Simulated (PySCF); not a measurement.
BiCl2 (SMILES [Cl][Bi][Cl]), doublet, geometry from GFN2-xTB (such geometries of metal compounds can be far from the true shape) (the spin is typed, not shown lowest) (core potentials on Bi); R2SCAN/def2-SVP (PySCF).

PySCF was given this input:
```python
from pyscf import gto, scf, dft

mol = gto.M(
    atom='''
Bi    0.319358   -0.029110    0.371161
Cl    0.594212    0.414542   -2.061208
Cl   -2.153431   -0.272418    0.249068
''',
    basis='def2-svp',
    ecp={'Bi': 'def2-svp'},
    charge=0,
    spin=1,
    verbose=4,
)

mf = dft.UKS(mol)
mf.xc = 'r2scan'
mf.grids.atom_grid = (50, 194)
mf.kernel()
mf.analyze()
```

The log (banner, timings and long lists left out):

```
PySCF version 2.14.0

[INPUT] verbose = 4
[INPUT] num. atoms = 3
[INPUT] num. electrons = 57
[INPUT] charge = 0
[INPUT] spin (= nelec alpha-beta = 2S) = 1
[INPUT] symmetry False subgroup None
[INPUT] Mole.unit = angstrom
[INPUT] Symbol           X                Y                Z      unit          X                Y                Z       unit  Magmom
[...]
nuclear repulsion = 208.185396040988
number of shells = 26
number of NR pGTOs = 133
number of NR cGTOs = 62
basis = def2-svp
ecp = {'Bi': 'def2-svp'}

******** <class 'pyscf.dft.uks.UKS'> ********
method = UKS
initial guess = minao
damping factor = 0
level_shift factor = 0
DIIS = <class 'pyscf.scf.diis.CDIIS'>
diis_start_cycle = 1
diis_space = 8
diis_damp = 0
SCF conv_tol = 1e-09
SCF conv_tol_grad = None
SCF max_cycles = 50
direct_scf = True
direct_scf_tol = 1e-13
number electrons alpha = 29  beta = 28
XC library pyscf.dft.libxc version 7.1.2
    S. Lehtola, C. Steigemann, M. J. T. Oliveira, and M. A. L. Marques,  SoftwareX 7, 1–5 (2018)
XC functionals = r2scan
    J. W. Furness, A. D. Kaplan, J. Ning, J. P. Perdew, and J. Sun,  J. Phys. Chem. Lett. 11, 8208–8215 (2020)
    J. W. Furness, A. D. Kaplan, J. Ning, J. P. Perdew, and J. Sun,  J. Phys. Chem. Lett. 11, 9248–9248 (2020)
    J. W. Furness, A. D. Kaplan, J. Ning, J. P. Perdew, and J. Sun,  J. Phys. Chem. Lett. 11, 8208–8215 (2020)
    J. W. Furness, A. D. Kaplan, J. Ning, J. P. Perdew, and J. Sun,  J. Phys. Chem. Lett. 11, 9248–9248 (2020)
radial grids:
    Treutler-Ahlrichs [JCP 102, 346 (1995); DOI:10.1063/1.469408] (M4) radial grids

becke partition: Becke, JCP 88, 2547 (1988); DOI:10.1063/1.454033
pruning grids: <function nwchem_prune>
grids dens level: 3
symmetrized grids: False
atomic radii adjust function: <function treutler_atomic_radii_adjust>
User specified grid scheme (50, 194)
small_rho_cutoff = 0
Set gradient conv threshold to 3.16228e-05
tot grids = 18952
init E= -1108.43054984733

cycle= 1 E= -1132.49524134769  delta_E= -24.1  |g|= 1.84  |ddm|= 9.35
cycle= 2 E= -1131.04718759558  delta_E= 1.45  |g|= 2.87  |ddm|= 6.22
cycle= 3 E= -1134.61471610219  delta_E= -3.57  |g|= 0.54  |ddm|= 3.38
cycle= 4 E= -1134.81401620608  delta_E= -0.199  |g|= 0.247  |ddm|= 1.22
cycle= 5 E= -1134.85659996878  delta_E= -0.0426  |g|= 0.0339  |ddm|= 0.364
cycle= 6 E= -1134.85718579771  delta_E= -0.000586  |g|= 0.0122  |ddm|= 0.0671
cycle= 7 E= -1134.85728283295  delta_E= -9.7e-05  |g|= 0.00147  |ddm|= 0.0182
[...]
converged SCF energy = -1134.85728475426  <S^2> = 0.75350803  2S+1 = 2.003505
Total Energy =                       -1134.857284754260036
[...]
DFT Exchange-Correlation Energy =      -73.733115132817602
**** MO energy ****
                             alpha | beta                alpha | beta
[...]
spin_pop of  0 Bi 5s       -0.00006
spin_pop of  0 Bi 6s        0.00458
spin_pop of  0 Bi 7s       -0.00079
spin_pop of  0 Bi 8s        0.00155
spin_pop of  0 Bi 5px      -0.00002
spin_pop of  0 Bi 5py       0.00053
spin_pop of  0 Bi 5pz      -0.00001
spin_pop of  0 Bi 6px       0.00192
spin_pop of  0 Bi 6py       0.05265
spin_pop of  0 Bi 6pz       0.00273
spin_pop of  0 Bi 7px       0.00216
spin_pop of  0 Bi 7py       0.05004
spin_pop of  0 Bi 7pz       0.00294
spin_pop of  0 Bi 8px       0.01964
spin_pop of  0 Bi 8py       0.76914
spin_pop of  0 Bi 8pz       0.03248
spin_pop of  0 Bi 5dxy     -0.00302
spin_pop of  0 Bi 5dyz     -0.00128
spin_pop of  0 Bi 5dz^2    -0.00587
spin_pop of  0 Bi 5dxz     -0.00532
spin_pop of  0 Bi 5dx2-y2   -0.00513
spin_pop of  0 Bi 6dxy      0.00180
spin_pop of  0 Bi 6dyz      0.00120
spin_pop of  0 Bi 6dz^2     0.00405
spin_pop of  0 Bi 6dxz      0.00644
spin_pop of  0 Bi 6dx2-y2    0.00651
spin_pop of  1 Cl 1s       -0.00000
spin_pop of  1 Cl 2s       -0.00000
spin_pop of  1 Cl 3s        0.00013
spin_pop of  1 Cl 4s        0.00065
spin_pop of  1 Cl 2px      -0.00000
spin_pop of  1 Cl 2py       0.00000
spin_pop of  1 Cl 2pz      -0.00000
spin_pop of  1 Cl 3px      -0.00139
spin_pop of  1 Cl 3py       0.03875
spin_pop of  1 Cl 3pz      -0.01259
spin_pop of  1 Cl 4px       0.00008
spin_pop of  1 Cl 4py       0.00260
spin_pop of  1 Cl 4pz       0.00056
spin_pop of  1 Cl 3dxy      0.00001
spin_pop of  1 Cl 3dyz      0.00136
spin_pop of  1 Cl 3dz^2     0.00028
spin_pop of  1 Cl 3dxz      0.00004
spin_pop of  1 Cl 3dx2-y2    0.00005
spin_pop of  2 Cl 1s       -0.00000
spin_pop of  2 Cl 2s       -0.00000
spin_pop of  2 Cl 3s        0.00013
spin_pop of  2 Cl 4s        0.00067
spin_pop of  2 Cl 2px      -0.00000
spin_pop of  2 Cl 2py       0.00000
spin_pop of  2 Cl 2pz       0.00000
spin_pop of  2 Cl 3px      -0.01348
spin_pop of  2 Cl 3py       0.03904
spin_pop of  2 Cl 3pz      -0.00076
spin_pop of  2 Cl 4px       0.00055
spin_pop of  2 Cl 4py       0.00259
spin_pop of  2 Cl 4pz       0.00011
spin_pop of  2 Cl 3dxy      0.00145
spin_pop of  2 Cl 3dyz      0.00001
spin_pop of  2 Cl 3dz^2     0.00002
spin_pop of  2 Cl 3dxz      0.00005
spin_pop of  2 Cl 3dx2-y2    0.00022
In total            29.00000 | 28.00000
Dipole moment(X, Y, Z, Debye):  2.70785, -0.24690,  3.14679
```
